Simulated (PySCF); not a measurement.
## Electron correlation in Au³⁺ (gold, charge +3)

[Xe] 4f14 5d8, high-spin 3F determinant. Computed with PySCF 2.14 in aug-cc-pVTZ-PP with ECP60MDF, with a scalar-relativistic core potential. Frozen: 5s2 5p6; 8 electrons correlated.

```
  level  correlation energy (mhartree)
   CCSD                        -199.34
    (T)                          -4.93
CCSD(T)                        -204.27
```

Diagnostics: T1 = 0.0013, D1 = 0.0022, largest double amplitude 0.024.

Problem. Is a single reference adequate?

Solution. Yes, within this model without spin-orbit coupling: T1 lies below 0.03 and no double amplitude reaches 0.07.
